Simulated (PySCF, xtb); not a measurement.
Ga(OH)2 (GaH2O2), SMILES [OH][Ga][OH], multiplicity 2. The values are those of a single conformer.

Harmonic wavenumbers (cm⁻¹) from xtb 6.7.1 with GFN2-xTB at its own minimum, in rising order: 117, 174, 226, 354, 446, 517, 525, 3645, 3647.

Task: What does PySCF 2.14.0 with PBE-D3(BJ)/def2-TZVP give at its own minimum? (Estimate from the structure and the level; the computed values follow.)

Result: 172, 267, 322, 590, 628, 765, 825, 3724, 3725. Paired by order, the mean absolute difference is 152 cm⁻¹ and the zero-point energies are 13.8 and 15.8 kcal/mol.
